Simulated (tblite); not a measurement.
C12H12F2N4 (cyanobenzene emitter), SMILES CN(C)c1c(F)c(F)c(C#N)c(C#N)c1N(C)C at step 5 of a GFN2-xTB optimisation (tblite, gas phase), coordinates in Å:

```
  1 C     1.675   -1.849    0.476
  2 N     1.788   -0.553   -0.147
  3 C     3.064   -0.266   -0.759
  4 C     0.862    0.433    0.083
  5 C     1.261    1.764    0.307
  6 F     2.570    2.088    0.355
  7 C     0.359    2.777    0.577
  8 F     0.834    4.005    0.834
  9 C    -1.004    2.531    0.622
 10 C    -1.903    3.601    0.888
 11 N    -2.585    4.479    1.103
 12 C    -1.436    1.222    0.366
 13 C    -2.826    1.015    0.322
 14 N    -3.971    0.871    0.272
 15 C    -0.544    0.180    0.086
 16 N    -0.930   -1.144   -0.211
 17 C    -1.061   -1.429   -1.627
 18 C    -1.868   -1.840    0.643
 19 H     1.109   -1.778    1.399
 20 H     2.666   -2.219    0.731
 21 H     1.189   -2.577   -0.167
 22 H     3.462   -1.167   -1.221
 23 H     3.821    0.100   -0.059
 24 H     2.964    0.479   -1.545
 25 H    -0.145   -1.136   -2.127
 26 H    -1.188   -2.503   -1.759
 27 H    -1.897   -0.926   -2.131
 28 H    -1.705   -1.534    1.675
 29 H    -1.622   -2.901    0.587
 30 H    -2.939   -1.724    0.426
```

Task: What are the forces on the atoms (eV/Å)?

Result: 
```
  1 C    -0.11   -0.05    0.14
  2 N    -0.13    0.20   -0.06
  3 C     0.18    0.16   -0.06
  4 C     0.23    0.04   -0.12
  5 C     0.04   -0.06    0.01
  6 F    -0.01    0.01   -0.01
  7 C     0.27    0.18   -0.01
  8 F    -0.03   -0.01   -0.03
  9 C    -0.18    0.45    0.09
 10 C     1.19   -1.58   -0.34
 11 N    -1.04    1.25    0.31
 12 C     0.06   -0.40   -0.08
 13 C    -1.29   -0.25   -0.02
 14 N     0.99    0.11    0.03
 15 C     0.22   -0.23    0.11
 16 N    -0.29    0.12   -0.13
 17 C     0.09   -0.16    0.04
 18 C    -0.03    0.01    0.21
 19 H    -0.12    0.02    0.07
 20 H     0.11    0.06   -0.03
 21 H    -0.06   -0.10   -0.17
 22 H    -0.14   -0.17   -0.02
 23 H    -0.04   -0.03    0.15
 24 H    -0.14    0.09   -0.03
 25 H     0.20    0.10   -0.12
 26 H    -0.01   -0.01    0.06
 27 H    -0.07    0.06    0.24
 28 H     0.00    0.12    0.05
 29 H    -0.07   -0.09   -0.07
 30 H     0.18    0.17   -0.21
```
